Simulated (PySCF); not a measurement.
**Electron correlation in Re (rhenium, neutral)**

[Xe] 4f14 5d7, high-spin 4F determinant (an excited configuration). Calculation: PySCF 2.14, in def2-TZVPPD with the def2 core potential (60 electrons) (6s5p3d2f1g, 59 functions); scalar relativity through the core potential. Frozen: 5s2 5p6; 7 electrons correlated.

```json
{"level": "CCSD", "correlation energy (mhartree)": "-168.53"}
{"level": "(T)", "correlation energy (mhartree)": "-25.23"}
{"level": "CCSD(T)", "correlation energy (mhartree)": "-193.76"}
```

Diagnostics: T1 = 0.0073, D1 = 0.0127, largest double amplitude 0.190.

Spin-orbit coupling, absent here, splits the open shell strongly. A double-excitation amplitude exceeds 0.15, a sign of near-degeneracy.

Cost of the coupled-cluster step: of the order of 1.7 core-seconds, for 7 correlated electrons.
